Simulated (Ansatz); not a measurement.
The cluster Ta₃⁻, relaxed as a singlet with RKS PBE-D4/def2-TZVPD in Ansatz, starting from the GFN2-xTB geometry. Force threshold 0.02 eV/Å.

In the def2 sets Ta takes a core potential; there is no spin–orbit coupling. The highest occupied level of the charge -1 singlet lies above zero (up to 0.57 eV). The electron is either unbound and held by the finite basis, or the level is raised by self-interaction error. The structure comes from a short search, and lower isomers may exist.

Start:

```
atom   x (Å)   y (Å)   z (Å)
 Ta1  -1.926   0.791  -0.749
 Ta2   0.290  -0.389   2.179
 Ta3   1.636  -0.402  -1.430
```

```csv
step,energy (eV),largest force component (eV/Å),SCF passes
1,-4643.0078,2.753,43
2,-4644.8866,3.209,32
3,-4647.3393,4.263,31
4,-4650.0068,3.907,152
5,-4651.9757,1.752,129
6 (rejected),-4651.7087,4.465,70
7,-4652.1705,0.756,60
8 (rejected),-4651.9400,3.420,49
9,-4652.2227,0.506,60
10,-4652.2651,0.573,39
11,-4652.3107,0.562,36
12,-4652.3370,0.289,33
13 (rejected),-4652.3176,0.630,40
14,-4652.3444,0.031,32
15,-4652.3445,0.008,28
```

Force components are those of the run's own axes.

End:

Cartesian coordinates in Å:
```
Ta -1.105 0.451 -0.411
Ta 0.073 -0.222 1.500
Ta 1.032 -0.229 -1.089
```

By distances, no bond broke or formed. The bond that changes most is Ta1–Ta2, from 3.86 to 2.34 Å (atoms count from 1). The end is the same structure that another start reached, the lowest one found.

No frequencies were taken in this run, so the end may be a saddle point.

Run time 14 s (4 threads of Intel Xeon 6975P-C on a shared host).
